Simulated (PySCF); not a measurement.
## Static response to an electric field

C3H4FNSe2.
Geometry (GFN2-xTB, Å), atoms numbered from 1 in this order:
```xyz
11
C3H4FNSe2 angstrom
C      2.0274    0.4083    0.8811
Se     0.9788   -1.1933    1.3474
Se    -0.1008   -1.5823   -0.6183
C     -1.8529   -0.5654   -0.3570
F     -2.5369   -1.1333    0.6701
C     -1.5335    0.8115   -0.1078
N     -1.2067    1.8903    0.0859
H      2.6047    0.2097   -0.0172
H      1.3594    1.2523    0.7343
H      2.6925    0.5994    1.7177
H     -2.4267   -0.6945   -1.2824
```

Level: PBE0/def2-SVPD (PySCF), static field, nuclei fixed, core orbitals frozen in the response. The polarisability tensor in these axes (au):

```
x   105.07   0.72  14.83
y     0.72  99.23   3.91
z    14.83   3.91  88.33
```

Task: Give the principal values, the mean and the anisotropy Δα = √{½[(α1 − α2)² + (α2 − α3)² + (α1 − α3)²]}.

Result: Principal values 79.21, 99.23 and 114.19 au; mean 97.55 au = 14.45 Å³ = 16.08 × 10⁻⁴⁰ C²·m²/J; Δα = 30.40 au (31 % of the mean).

Task: What is the dipole moment, and where does it point?

Result: (0.98, -0.97, -1.23) D, 1.85 D in size, pointing from the negative to the positive side. Measured along this direction, the outermost atoms are N7 at the negative end and H8 and Se3 at the positive end.

Task: Rayleigh depolarisation ratio (linearly polarised light, static tensor)?

Result: ρ = 3Δα²/(45ᾱ² + 4Δα²) = 2772.4/(428179 + 3696.6) = 0.00642.

Task: Estimate the molar refractivity from the static electronic polarisability.

Result: Lorentz–Lorenz: R = (4π/3)N_A α = 2.5225 cm³/(mol·Å³) × 14.45 Å³ = 36.5 cm³/mol, in the limit of long wavelengths.

Task: Find the Langevin capture rate constant for H3+ (3.023 u) meeting this molecule (232.866 u), k = 2.342 × 10⁻⁹ cm³/s × √(α in Å³ / reduced mass in u).

Result: The reduced mass is 2.98 u, so k = 5.15 × 10⁻⁹ cm³/s. The formula leaves out the permanent dipole, which adds to the capture rate.

Task: In TDDFT the mean static polarisability is Σ f/ω² over all singlet excitations (ω in hartree). How much of it do the 6 lowest give? Their energies (eV) and oscillator strengths: 4.06, 0.0057; 4.38, 0.0043; 4.65, 0.0029; 4.76, 0.0446; 5.43, 0.0054; 5.71, 0.0259.

Result: They add up to 2.70 au, 2.8 % of the 97.55 au; the largest single term is 1.46 au, from the state at 4.76 eV. Terms in order: 0.26, 0.17, 0.10, 1.46, 0.14, 0.59 au. Higher excitations give the rest. The strengths listed sum to 0.089.

Isolated species at its GFN2-xTB geometry (one conformer only). The calculation is non-relativistic, for selenium too.

The run behind these numbers computed excited states as well. Time: 34 s; peak memory 1.0 GiB. Hardware: one thread, Intel Xeon Platinum 8488C (x86_64) (shared host).
